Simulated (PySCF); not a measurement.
## Static response to an electric field

C3H7GeN2P.
Cartesian coordinates in Å at the PBE0-D3(BJ)/def2-SVP level; atoms count from 1:
```
atom  x, y, z in Å
C1    -1.573   -1.043   -0.229
C2    -0.084   -1.097   -0.318
P3     0.941   -2.499   -0.353
C4     2.289   -1.357   -0.449
N5     1.971   -0.083   -0.453
N6     0.639    0.049   -0.378
Ge7   -0.008    1.824   -0.392
H8    -1.909   -0.568    0.708
H9    -2.013   -0.479   -1.069
H10   -1.995   -2.056   -0.255
H11    3.350   -1.614   -0.505
H12   -0.832    2.002   -1.675
H13   -0.902    1.991    0.845
H14    1.234    2.708   -0.354
```

Level: CAM-B3LYP/def2-SVPD (PySCF), static field, nuclei fixed, core orbitals frozen in the response. The polarisability tensor in these axes (au):

```
x   109.48  -8.35  -1.90
y    -8.35 124.60  -0.64
z    -1.90  -0.64  73.50
```

Question: Diagonalise the tensor; give its mean and Δα, where Δα² is half the sum of the squared differences of the eigenvalues.

Answer: Principal values 73.38, 105.90 and 128.31 au; mean 102.53 au = 15.19 Å³ = 16.90 × 10⁻⁴⁰ C²·m²/J; Δα = 47.84 au (47 % of the mean).

Question: What is the dipole moment, and where does it point?

Answer: (-2.42, 2.10, 0.10) D, 3.20 D in size, pointing from the negative to the positive side. Measured along this direction, the outermost atoms are H11 at the negative end and H13 at the positive end.

Question: Along which axes do the principal values lie, and how far do the nuclei extend along each?

Answer: Largest value along (-0.41, 0.91, 0.00), where the nuclei span 5.03 Å; middle along (0.91, 0.41, -0.06), 5.07 Å; least along (0.06, 0.02, 1.00), 2.51 Å. 

Question: Give the eigenvalues of the traceless quadrupole moment Θ = ½Σq(3rr − r²1), origin at the centre of nuclear charge.

Answer: -2.09, -1.47, 3.56 D·Å. The values depend on the origin, since the dipole doesn't vanish. The electronic extent ⟨r²⟩ about the same centre is 1409 bohr², a root-mean-square distance of 2.14 Å for the 86 electrons.

Question: Estimate the molar refractivity from the static electronic polarisability.

Answer: Lorentz–Lorenz: R = (4π/3)N_A α = 2.5225 cm³/(mol·Å³) × 15.19 Å³ = 38.3 cm³/mol, in the limit of long wavelengths.

Isolated species at its PBE0-D3(BJ)/def2-SVP geometry, gas phase. The calculation is non-relativistic, for germanium too.
